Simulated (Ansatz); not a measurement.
Ansatz (a quantum-chemistry and plane-wave program) input (B3LYP-D3(BJ)/def2-TZVP):

Ansatz 0.2 input:
```yaml
crystal:
  periodic: [false, false, false]
  atoms:
    - {symbol: Rb, position_ang: [-0.75156355, -0.58430373, -0.96686342]}
    - {symbol: F, position_ang: [0.77741872, 0.64161671, 1.02840848]}
basis:
  gaussian:
    orbitals: def2-TZVP
hamiltonian:
  xc: b3lyp
  dispersion: d3bj
total_charge: 1
magnetization: {spin_polarized: true, initial_magnetization: 1}
relax: {f_tol: 0.002, max_steps: 150}
```

End of the output:

```
the calculation of the forces begins
reference -3366.38341344 eV, -123.7123086274 hartree; 9, 8 occupied and 55, 56 virtual orbitals, 480 factors
relax step   7: F+E_penalty+E_count = -3366.41355445 eV  Δ(F+E_penalty+E_count) = -1.466e-3 eV  max|allowed force component| = 2.090e-3 eV/Å  Δτ_max = 0.0529 Å  (37 SCF iters, accepted)
these checks for a lower state are left out or cut short: starts, cluster_reference, orbital_swaps, neighbouring_geometries, increment
integrals: 0.01 GiB planned
480 factors; their error is unknown
mean field: 0.17 GiB planned
mean field -3366.38249060 eV, -123.7122747135 hartree, gradient 8.3e-6 eV, S^2 0.751608; 0 other end points of the search recorded, 0 dependent functions left out
the calculation of the forces begins
reference -3366.38271512 eV, -123.7122829646 hartree; 9, 8 occupied and 55, 56 virtual orbitals, 480 factors
relax step   8: F+E_penalty+E_count = -3366.41356047 eV  Δ(F+E_penalty+E_count) = -6.022e-6 eV  max|allowed force component| = 1.654e-3 eV/Å  Δτ_max = 0.0091 Å  (31 SCF iters, accepted)
these checks for a lower state are left out or cut short: starts, cluster_reference, orbital_swaps, neighbouring_geometries, increment
integrals: 0.01 GiB planned
480 factors; their error is unknown
mean field: 0.17 GiB planned
mean field -3366.38280112 eV, -123.7122861249 hartree, gradient 3.3e-6 eV, S^2 0.751608; 0 other end points of the search recorded, 0 dependent functions left out
the calculation of the forces begins
reference -3366.38302544 eV, -123.7122943686 hartree; 9, 8 occupied and 55, 56 virtual orbitals, 480 factors
relax step   9: F+E_penalty+E_count = -3366.41356959 eV  Δ(F+E_penalty+E_count) = -9.126e-6 eV  max|allowed force component| = 2.714e-5 eV/Å  Δτ_max = 0.0040 Å  (31 SCF iters, accepted)
integrals: 0.01 GiB planned
480 factors; their error is unknown
mean field: 0.17 GiB planned
mean field evaluation 128: about -3366.3828 eV, gradient 1.1e-1 eV
mean field -3366.38280112 eV, -123.7122861249 hartree, gradient 3.3e-6 eV, S^2 0.751608; 2 other end points of the search recorded, 0 dependent functions left out
the calculation of the forces begins
reference -3366.38302544 eV, -123.7122943686 hartree; 9, 8 occupied and 55, 56 virtual orbitals, 480 factors
Total energy: -3366.41379392 eV, -123.7134250893 hartree
Atom 0 at    -0.932036    -0.729005    -1.202375 Å, force    -0.000021    -0.000017    -0.000027 eV/Å
Atom 1 at     0.957892     0.786318     1.263920 Å, force     0.000021     0.000017     0.000027 eV/Å
Dipole moment:    -0.344858    -0.276503    -0.450028 e Å
```
